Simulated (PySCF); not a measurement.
An equivalent PySCF input for Xe⁺ (xenon, charge +1), [Kr] 4d10 5s2 5p5, 2P determinant, with scalar relativity through the core potential:

```python
from pyscf import gto, scf, dft, mp, cc
import basis_set_exchange as bse
txt = bse.get_basis("def2-TZVP", elements=["Xe"], fmt="nwchem", header=False)
cut = txt.index("\nECP")
mol = gto.M(atom="Xe 0 0 0", charge=1, spin=1, symmetry="D2h",
            basis=gto.basis.parse(txt[:cut]),
            ecp={"Xe": gto.basis.parse_ecp(txt[cut:])})
mf = dft.UKS(mol, xc="B3LYP")
mf.irrep_nelec = {'Ag': (4, 4), 'B1g': (1, 1), 'B2g': (1, 1), 'B3g': (1, 1), 'B1u': (2, 2), 'B2u': (2, 2), 'B3u': (2, 1)}
mf.kernel()
```

It reaches the same state as the run whose output follows, with an energy that differs only through the grid. The run itself started from symmetry-adapted Hartree-Fock orbitals and held the occupation by maximum overlap, on a logarithmic radial grid, so the iterations belong to that start.

```
SCF conv_tol = 1e-09
number electrons alpha = 13  beta = 12
XC functionals = B3LYP
    P. J. Stephens, F. J. Devlin, C. F. Chabalowski, and M. J. Frisch.,  J. Phys. Chem. 98, 11623 (1994)
cycle= 1 E= -329.00944906963  delta_E= -0.0075  |g|= 0.0189  |ddm|= 0.356
cycle= 2 E= -329.009594252753  delta_E= -0.000145  |g|= 0.00467  |ddm|= 0.0354
cycle= 3 E= -329.009602830493  delta_E= -8.58e-06  |g|= 0.00232  |ddm|= 0.0117
cycle= 4 E= -329.009604110218  delta_E= -1.28e-06  |g|= 0.000211  |ddm|= 0.00289
cycle= 5 E= -329.009604138758  delta_E= -2.85e-08  |g|= 6.35e-06  |ddm|= 0.00032
cycle= 6 E= -329.009604138786  delta_E= -2.8e-11  |g|= 1.1e-06  |ddm|= 1.54e-05
converged SCF energy = -329.009604138786  <S^2> = 0.75221041  2S+1 = 2.0022092
```

Energies and moments cover only the electrons outside the core potential.
